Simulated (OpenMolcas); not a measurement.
Ca: effect of the active space

- Program: OpenMolcas 26.06
- Method: CASSCF
- Basis: ANO-RCC-VQZP
- Scalar Hamiltonian: DKH2, point nucleus
- Spin-orbit coupling: state interaction with AMFI integrals over the reference wave functions, term energies averaged over their components

A. 2 electrons in 4 orbitals (4s 4p); 2S+1 = 3 even, 3 roots; 2S+1 = 1 even, 6 roots; 2S+1 = 3 odd, 3 roots; 2S+1 = 1 odd, 3 roots; cost roughly 19 core-seconds
B. 2 electrons in 8 orbitals (4s 4p 5s 5p); 2S+1 = 3 even, 3 roots; 2S+1 = 1 even, 7 roots; 2S+1 = 3 odd, 3 roots; 2S+1 = 1 odd, 3 roots; cost of the order of 27 core-seconds
C. 2 electrons in 9 orbitals (3d 4s 4p); 2S+1 = 3 even, 18 roots (8 in the spin-orbit step); 2S+1 = 1 even, 12 roots; 2S+1 = 3 odd, 18 roots; 2S+1 = 1 odd, 8 roots; cost about 40 core-seconds

Energies in cm-1 above 4s2 1S0, the measured ground level; measured values from NIST Handbook of Basic Atomic Spectroscopic Data.

```csv
Level,A,B,C,Measured
4s2 1S0,0.0,0.0,0.0,0.0
4s 4p 3P* 0,13526,14590,14041,15158
4s 4p 3P* 1,13563,14628,14069,15210
4s 4p 3P* 2,13639,14703,14124,15316
4s 4p 1P* 1,28365,29526,23874,23652
```

Deviations, from unrounded energies. A percentage is the sum of absolute deviations over the sum of measured energies, with the sign that they share, or ± where signs differ.

```
           Against measurement  Levels      A      B     C
mean absolute deviation (cm-1)       4   2400   1900   920
      other configurations (%)       4  ±13.9  ±11.0  ±5.3
```

C lies closest to measurement on these levels and A furthest from it. The largest miss of C in the table is 4s 4p 3P* 2, by -1200 cm-1. The ranking rests on the paired levels alone, and a cruder setting can come out closer through cancelling errors.

Among A to C the level of the table that moves most is 4s 4p 1P* 1, by 5700 cm-1 (lowest in C, highest in B).

Without dynamic correlation excited terms often stand tens of per cent too high (terms of higher spin than the ground term too low), and those without a measured partner can miss by more than the paired ones. The run also gave levels led by 4s 5s, which use shells meant for correlation; these and all levels above them are left out (holds for B). Some high roots are left out of the spin-orbit mixing, which shifts the levels that they would mix with (holds for C). Computed and measured levels are paired by configuration, term and J; levels that our copy of the source lacks, or whose pairing is in doubt (as where it misses far off the trend of its configuration), stay unpaired and out of the deviations. Only configurations of the active space appear. The table leaves out levels that lie high or whose names do not pair safely across all columns.

* marks odd parity.
